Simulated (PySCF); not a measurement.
# Ionisation energy of Tc²⁺ by level of theory

Tc²⁺ [Kr] 4d5 (6S) → Tc³⁺ [Kr] 4d4 (5D), as a difference of total energies. Computed with PySCF 2.14 in aug-cc-pVTZ-DK (9s8p6d3f2g, 102 functions), with the spin-free X2C one-electron Hamiltonian (Gaussian nucleus). Correlated levels: valence: [Kr] frozen. The calculations carry no spin-orbit coupling.

```tsv
method	ionisation energy (eV)	plus first-order spin-orbit estimate	difference from reference of that sum (eV)
UHF	28.779	28.582	-0.968
MP2 (valence)	29.422	29.225	-0.325
SCS-MP2 (valence)	28.994	28.796	-0.754
CCSD (valence)	29.459	29.262	-0.288
CCSD(T) (valence)	29.473	29.276	-0.274
```

Reference: 29.55 eV (semi-empirical (NIST evaluation); NIST Atomic Spectra Database, ionization energies).

A first-order spin-orbit estimate (lowest level to lowest level, LS coupling) adds -0.198 eV.

Errors of the correlated levels include the incompleteness of this basis and the frozen core.
